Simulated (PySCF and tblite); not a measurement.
Values are calculated unless marked as measured or tabulated.
5 constitutional isomers of C5H3F2N:

```tsv
isomer	SMILES
A	[CH2:1]=[C:2]([F:3])/[C:4]([F:5])=[CH:6]\[C:7]#[N:8]
B	[N:1]#[C:2][C@:3]1([F:4])[CH2:5]/[C:6]1=[CH:7]/[F:8]
C	[F:1][c:2]1[cH:3][cH:4][n:5][cH:6][c:7]1[F:8]
D	[F:1][c:2]1[cH:3][cH:4][cH:5][c:6]([F:7])[n:8]1
E	[CH:1]#[C:2][C@H:3]([F:4])[C@H:5]([F:6])[C:7]#[N:8]
```

Protocol: conformer search, at most 5 conformers an isomer, GFN2-xTB geometries, energies B3LYP/def2-SVP (IEF-PCM, water) (D3(BJ) added where defined), weights at 298.15 K with GFN2-xTB thermal terms. Programs: PySCF with density fitting and tblite.

Q: Rank the isomers by free energy at 298.15 K.

A: 
| isomer | ΔG (kcal/mol) | ΔE, lowest conformer | conformers | largest weight % | rms dipole (D) |
| --- | --- | --- | --- | --- | --- |
| D | 0.0 | 0.0 | 1 | 100 | 4.68 |
| C | 16.0 | 16.7 | 1 | 100 | 1.58 |
| A | 41.0 | 45.0 | 2 | 100 | 5.40 |
| B | 71.4 | 75.1 | 1 | 100 | 5.47 |
| E | 72.5 | 77.8 | 3 | 54 | 4.50 |

ΔG is for one enantiomer.
